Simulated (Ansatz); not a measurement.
Coupled-cluster run, C3H7BSi.

```yaml
crystal:
  periodic: [false, false, false]
  atoms:
    - {symbol: C, position_ang: [-1.665926, 0.521379, 0.190353]}
    - {symbol: C, position_ang: [-1.395504, -0.633277, 0.590100]}
    - {symbol: C, position_ang: [-0.227515, -1.315843, 0.917549]}
    - {symbol: B, position_ang: [0.028784, 0.362325, 0.577248]}
    - {symbol: Si, position_ang: [1.113901, 0.571080, -1.104400]}
    - {symbol: H, position_ang: [-2.360849, 1.262682, -0.145217]}
    - {symbol: H, position_ang: [0.154134, -2.019658, 0.184123]}
    - {symbol: H, position_ang: [-0.063012, -1.589023, 1.954459]}
    - {symbol: H, position_ang: [0.273325, 0.940400, 1.600029]}
    - {symbol: H, position_ang: [0.983254, 1.924063, -1.720272]}
    - {symbol: H, position_ang: [2.570988, 0.340209, -0.877847]}
    - {symbol: H, position_ang: [0.665520, -0.419334, -2.132126]}
basis:
  gaussian: {orbitals: def2-TZVPP}
correlation: {method: ccsd_t}
```

```sh
$ ansatz run in.yaml --threads 4 --pin off --events-out ev --progress --plain --max-ram 10444MiB
```

Log, shortened:

```
Functional definition: HF
1533 factors; integrals over basis functions are off by at most 8.5e-4 eV
mean field evaluation 1: about -11731.1947 eV, gradient 3.0e1 eV
mean field evaluation 2: about -11731.4939 eV, gradient 3.0e1 eV
mean field evaluation 4: about -11734.6240 eV, gradient 3.9e0 eV
mean field evaluation 8: about -11734.6800 eV, gradient 4.1e-1 eV
mean field -11734.68121934 eV, -431.2415807581 hartree, gradient 6.0e-6 eV, S^2 0.000000; 0 other end points of the search recorded, 0 dependent functions left out
9 core orbitals not correlated: weight in the atoms' cores, before any rotation towards them, 1.000 or more for the frozen orbitals, at most 0.000 for the correlated occupied ones
reference -11734.68121934 eV, -431.2415807581 hartree; 13, 13 occupied and 242, 242 virtual orbitals, 1533 factors
second order -19.78884247 eV of doubles, -0.00000000 eV of singles
cycle   1  -20.19316085 eV  change   -4.0e-1 eV  update   1.1e-1
cycle   2  -20.80607670 eV  change   -6.1e-1 eV  update   3.5e-2
cycle   3  -20.93212243 eV  change   -1.3e-1 eV  update   1.6e-2
cycle   4  -20.92639790 eV  change    5.7e-3 eV  update   4.5e-3
cycle   5  -20.92701692 eV  change   -6.2e-4 eV  update   2.1e-3
cycle   6  -20.92717158 eV  change   -1.5e-4 eV  update   5.5e-4
cycle   7  -20.92689712 eV  change    2.7e-4 eV  update   2.5e-4
cycle   8  -20.92689169 eV  change    5.4e-6 eV  update   9.6e-5
cycle   9  -20.92690281 eV  change   -1.1e-5 eV  update   3.8e-5
cycle  10  -20.92687867 eV  change    2.4e-5 eV  update   1.3e-5
perturbative correction -1.04300598 eV, -0.0383297626 hartree
Total energy: -11756.65110398 eV, -432.0489591270 hartree
```

It took 2.2 min on 4 threads of an Arm Neoverse V1 on a shared host, with 6.4 GiB of host memory at the peak.

MP2 recovers 90.1 % of the CCSD(T) correlation energy and the triples give 4.7 %; T1 = 0.0125.
